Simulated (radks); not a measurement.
Q: B I, 5 electrons, occupied as [He] 2s2 2p0.5 3p0.5 (fractional occupations, a model configuration). All-electron calculation, scalar-relativistic Kohn-Sham, PBE, spin-polarised, spherical densities, finite nucleus; open shells are filled with parallel spins first; Fermi nuclear charge, rms radius 2.406 fm. Program: a radial shooting solver on a logarithmic mesh with Libxc functionals. Some entries of the table are withheld. Estimate them.

orbital,occ.,eigenvalue (hartree),<r^2> (bohr^2),<r> (bohr)
1s up,1,(1),0.1475,0.3294
1s down,1,(2),0.1472,0.3292
2s up,1,-0.47341,4.137,1.861
2s down,1,-0.44635,4.210,1.875
2p up,0.5,-0.25084,5.201,2.029
3p up,0.5,-0.03200,110.7,9.890

A: 
(1) 1s up eigenvalue (hartree): -6.79343
(2) 1s down eigenvalue (hartree): -6.78663
